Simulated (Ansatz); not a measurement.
C3H9B, SMILES CB(C)C. Atoms are numbered in the order given.

```xyz
13

B      0.0005     0.0274     0.0192
C      1.5072    -0.1632    -0.3919
H      1.9625    -1.1002    -0.0359
H      2.0519     0.6558     0.1200
H      1.7070    -0.0362    -1.4670
C     -0.5576    -0.7075     1.2941
H     -0.9099    -1.6964     0.9380
H     -1.4245    -0.2203     1.7652
H      0.2079    -0.9209     2.0565
C     -0.9470     0.9042    -0.8810
H     -1.8078     1.3438    -0.3551
H     -1.3634     0.2113    -1.6395
H     -0.4211     1.6867    -1.4501
```

Geometry optimised at PBE0-D3(BJ)/def2-SVP. The isomer is the one that the SMILES or the coordinates give; other isomers of the formula were not compared.

Two levels are set side by side: PBE-D3(BJ)/def2-SVP (Ansatz, an electronic-structure program) and PBE0-D3(BJ)/def2-SVP (Ansatz). Each level has its own optimised geometry; the coordinates shown are those of the second. Differences are taken from unrounded values.

| quantity | PBE0-D3(BJ) |
|---|---|
| mean bond length (Å) | 1.221 |
| bond B1–C2 (Å) | 1.573 |
| bond B1–C6 (Å) | 1.574 |
| bond B1–C10 (Å) | 1.574 |
| bond C2–H3 (Å) | 1.101 |
| bond C2–H4 (Å) | 1.109 |
| bond C2–H5 (Å) | 1.101 |
| bond C6–H7 (Å) | 1.109 |
| bond C6–H8 (Å) | 1.100 |
| bond C6–H9 (Å) | 1.101 |
| bond C10–H11 (Å) | 1.100 |
| bond C10–H12 (Å) | 1.109 |
| bond C10–H13 (Å) | 1.101 |

Q: What does PBE-D3(BJ) give, and how far is it from PBE0-D3(BJ)? (An estimate is asked for; the answer gives what the named calculation found.)

A: 
| quantity | PBE-D3(BJ) | PBE-D3(BJ) minus PBE0-D3(BJ) |
|---|---|---|
| mean bond length (Å) | 1.228 | 0.007 |
| bond B1–C2 (Å) | 1.578 | 0.005 |
| bond B1–C6 (Å) | 1.579 | 0.005 |
| bond B1–C10 (Å) | 1.579 | 0.005 |
| bond C2–H3 (Å) | 1.109 | 0.008 |
| bond C2–H4 (Å) | 1.117 | 0.009 |
| bond C2–H5 (Å) | 1.109 | 0.008 |
| bond C6–H7 (Å) | 1.117 | 0.009 |
| bond C6–H8 (Å) | 1.109 | 0.008 |
| bond C6–H9 (Å) | 1.109 | 0.008 |
| bond C10–H11 (Å) | 1.109 | 0.008 |
| bond C10–H12 (Å) | 1.117 | 0.009 |
| bond C10–H13 (Å) | 1.109 | 0.008 |

GGA bonds tend to be longer and softer than those of functionals with exact exchange. Differences between two approximate levels are no errors against the true value.
